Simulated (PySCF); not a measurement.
C2H6N, SMILES C[N]C, multiplicity 2. Geometry optimised at PBE0-D3(BJ)/def2-TZVP. The isomer is the one that the SMILES or the coordinates give; other isomers of the formula were not compared.

Computed with PBE0-D3(BJ)/def2-TZVP in PySCF.

Harmonic wavenumbers (cm⁻¹): 87, 135, 432, 925, 948, 1007, 1030, 1207, 1237, 1383, 1404, 1456, 1463, 1483, 1484, 2960, 2969, 3007, 3013, 3121, 3122. Rotational constants (GHz): 40.49, 9.856, 8.788; symmetry number 2.

Problem. Work out the zero-point energy and the ideal-gas rigid-rotor harmonic-oscillator thermochemistry at 298.15 K and 1 atm.

Solution. ZPE = ½ Σ hcν = ½ × 33873 cm⁻¹ = 202.60 kJ/mol. H − E(el) = 217.61 kJ/mol. Entropy in J/(mol K): translation 155.96, rotation 86.46, vibration 33.64, spin 5.76, total 281.83. G − E(el) = 133.59 kJ/mol. Cp = 66.01 J/(mol K). Modes under 150 cm⁻¹ make the vibrational entropy uncertain.
